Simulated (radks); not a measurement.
Values are calculated unless marked as measured or tabulated.
Q: Code: a radial shooting solver on a logarithmic mesh with Libxc functionals. Model: scalar-relativistic Kohn-Sham, PBE, spin-polarised, spherical densities, finite nucleus; open shells are filled with parallel spins first (spin-orbit coupling, left out, can overturn this in heavy ions); Fermi nuclear charge, rms radius of each element as measured or else 0.836 A^(1/3) + 0.57 fm. Response by self-consistent Sternheimer equations with the Hartree and adiabatic LDA kernel, the relativistic mass of each level held fixed and spin-orbit coupling left out. For heavy and open-shell atoms this level of theory can miss by tens of per cent. Rank Pm7+, Ba2+, Sm8+, Cs+, Nd6+, La3+, Pr5+, Ce4+, Xe (NIST ground configurations) by static dipole polarisability, largest first.

A: Xe 28.92, Cs+ 16.27, Ba2+ 10.73, La3+ 7.696, Ce4+ 5.815, Pr5+ 4.555, Nd6+ 3.682, Pm7+ 2.959, Sm8+ 2.407 bohr^3.
